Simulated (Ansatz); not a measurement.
System: C4H5N, charge 0, multiplicity 1. SMILES: C/C=C\C#N
Geometry: optimised at B3LYP-D3(BJ)/def2-TZVP (Ansatz, a program for electronic structure).

Parts of the frozen-core correlation energy in cc-pVTZ (Ansatz, hartree). Frozen orbitals: 5; correlated occupied orbitals by spin: 13 and 13; virtual: 202 and 202. No spin-orbit coupling. Non-relativistic. The restricted reference is unstable.

```json
[
 {"term": "reference (HF)", "value": "-208.88095"},
 {"term": "MP2 opposite-spin", "value": "…"},
 {"term": "MP2 same-spin", "value": "…"},
 {"term": "CCSD correlation", "value": "…"},
 {"term": "(T)", "value": "-0.04226"},
 {"term": "T1 diagnostic", "value": "0.013"},
 {"term": "largest doubles amplitude", "value": "0.097"}
]
```

Q: Some entries are withheld; supply them.

A: 
- MP2 opposite-spin, value: -0.63052
- MP2 same-spin, value: -0.19981
- CCSD correlation, value: -0.85593
